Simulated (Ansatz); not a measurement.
Born–Oppenheimer molecular dynamics of F$_{4}$H$_{5}$PW (11 atoms, charge 0, multiplicity 1). It starts at the highest image of a converged band. Of that band: Neighbouring images differ by up to 1.2 eV, so the band resolves the path poorly. A vibrational analysis at the climbing image gives one clearly imaginary mode, 152i cm⁻¹: a first-order saddle point.

The calculation used RKS PBE/def2-SVP in Ansatz 0.2.0.

```
ensemble                      : NVE (velocity Verlet)
time step                     : 0.5 fs
steps asked                   : 200
starting velocities drawn for : 300 K
seed                          : 11260
```

First frame:

```xyz
11
Properties=species:S:1:pos:R:3
W 0.331 0.177 -0.213
F -0.234 0.247 2.434
F 2.043 -0.635 -0.524
F -0.503 1.802 -0.627
H -1.276 -0.062 0.324
F 0.080 -1.660 0.196
H 0.385 0.133 -1.904
P 1.775 1.766 1.187
H 3.022 1.065 1.125
H 2.063 2.711 0.145
H 0.312 1.016 2.615
```

Problem. How far do the bonds stretch over the last three quarters of this one trajectory? (Pairs bonded in most of those frames.)

Solution. 
| bond | mean (Å) | spread (Å) | shortest | longest |
| --- | --- | --- | --- | --- |
| W1–F2 | 2.578 | 0.029 | 2.55 | 2.64 |
| W1–F3 | 1.903 | 0.026 | 1.87 | 1.95 |
| W1–F4 | 1.884 | 0.009 | 1.87 | 1.90 |
| W1–H5 | 1.720 | 0.011 | 1.71 | 1.75 |
| W1–F6 | 1.891 | 0.038 | 1.84 | 1.96 |
| W1–H7 | 1.706 | 0.049 | 1.63 | 1.77 |
| W1–P8 | 2.565 | 0.043 | 2.51 | 2.62 |
| F2–H11 | 0.959 | 0.017 | 0.93 | 0.99 |
| P8–H9 | 1.437 | 0.007 | 1.42 | 1.45 |
| P8–H10 | 1.437 | 0.021 | 1.41 | 1.47 |

Mean temperature of the second half: 173 K. The conserved energy stayed within 0.086 meV per atom of its start (net change 0.03 meV per atom), so the integration is sound. A run of 0.1 ps of so small a system gives no equilibrium averages. The orbitals stay closed-shell, which can raise the energy where a bond breaks towards radicals; this wasn't checked here.

Run time: 6.8 min on 4 threads of Arm Neoverse V1, with other jobs on the host, peak memory 0.21 GiB.
